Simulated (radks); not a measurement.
The mean radii <r> (bohr) of the occupied orbitals of an atom or ion are listed with their occupations. All-electron calculation, scalar-relativistic Kohn-Sham, PBEsol, spin-polarised, spherical densities, finite nucleus; Fermi nuclear charge, rms radius of each element as measured or else 0.836 A^(1/3) + 0.57 fm. Program: a radial shooting solver on a logarithmic mesh with Libxc functionals.

orbital  occ.     <r>
1s          2  0.9512

Name the element and its charge. Open shells, if any, are filled with parallel spins first.

Answer. Z = 2, helium, charge 0: He in [He]. The 1s radius gives Z: for a bare nucleus <r> = (2 gamma + 1)/(2Z) with gamma = sqrt(1 - (Z/c)^2), 0.7499 bohr for Z = 2, and screening makes it slightly larger (0.9512 here). The occupations add up to 2, and the charge is Z minus that.
